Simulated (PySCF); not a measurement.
Frontier orbitals and the lowest excitations

Compound: C6H7P.
Atom-mapped SMILES: `[CH:1]#[C:2][P:3]([CH3:4])[C:5]#[C:6][CH3:7]` (hydrogens: H8 on C1; H9, H10, H11 on C4; H12, H13, H14 on C7)

Method: TDDFT PBE0/def2-SVPD, vertical, gas phase, core orbitals frozen in the response (PySCF 2.14.0, density-fitted response routines). Geometry: GFN2-xTB; no solvent, vibrations or thermal averaging. GFN2-xTB frequencies show an imaginary mode (24i cm⁻¹), so this geometry is no minimum at that level.

Frontier orbitals with the atoms that hold most of them (Löwdin shares over 4%, at most four atoms; ? is withheld):

```csv
orbital,ε (eV),atoms
HOMO-3,-8.27,"C2 38%, C1 36%, P3 6%, C4 5%"
HOMO-2,-7.99,"C5 28%, C6 23%, C2 15%, C1 15%"
HOMO-1,-7.63,?
HOMO,?,"P3 36%, C5 15%, C6 15%, C2 10%"
LUMO,-0.25,?
LUMO+1,0.37,"P3 28%, C1 23%, C2 22%, C5 7%"
LUMO+2,0.54,"P3 23%, C6 20%, C5 18%, C7 9%"
```

(1) Give the leading atoms of the HOMO-1.

(2) Give the leading atoms of the LUMO.

(3) What is the HOMO energy, and the HOMO–LUMO gap?

Results:

(1) C5 (bonded to C and P) 32%; C6 (bonded to 2 C) 29%; C2 (bonded to C and P) 13%; C1 (bonded to C and H) 12%.

(2) P3 (bonded to 3 C) 21%; C1 (bonded to C and H) 16%; C2 (bonded to C and P) 16%; C4 (bonded to P and 3 H) 11%. By element: carbon 43% or more, phosphorus 21%.

(3) ε(HOMO) = -6.71 eV; the gap is 6.46 eV (0.2375 hartree).

Q: The HOMO–LUMO gap is 6.46 eV. Where does the response calculation put the lowest singlet, and from which orbitals?

A: S1 is at 5.09 eV (f = 0.021), 1.37 eV below the gap, made of HOMO→LUMO (91%). 

Next come S2 at 5.78 eV (f 0.025), HOMO→LUMO+1 (32%), HOMO-2→LUMO (20%), HOMO→LUMO+4 (19%); S3 at 5.86 eV (f 0.015), HOMO-1→LUMO (48%), HOMO→LUMO+1 (28%), HOMO→LUMO+2 (14%); S4 at 6.04 eV (f 0.046), HOMO→LUMO+2 (48%), HOMO→LUMO+1 (23%), HOMO-2→LUMO (8%); S5 at 6.40 eV (f 0.027), HOMO→LUMO+3 (25%), HOMO-1→LUMO+2 (24%), HOMO-2→LUMO (16%).
